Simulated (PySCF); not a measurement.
CH₄Cl₂NTa, SMILES [CH3][Ta]([Cl])(=[NH])[Cl], multiplicity 1. Heavy atoms are numbered as in [Ta:1](=[NH:2])([Cl:4])([Cl:5])[CH3:6]. Hydrogens are named by the atom that carries them.

Coordinates come from a PBE0-D3(BJ)/def2-SVP optimisation. The spin state was assumed, not searched. The structure was generated by enumeration; whether it is a known compound was not checked. The def2 effective core potentials stand for the cores of Ta; spin–orbit coupling is left out.

The numbers are results of PBE/def2-TZVP (PySCF), not measurements.

ESP charges are fitted to the potential on shells at 1.4 to 2.0 van der Waals radii. Atomic charges (e), one atom of each kind:

```csv
atom,Löwdin,ESP fit
Ta1,0.15,0.80
N2 (NH),-0.30,-0.73
H on N2,0.15,0.40
Cl4,0.07,-0.19
C6 (CH3),-0.53,-0.55
H on C6,0.14,0.16
```
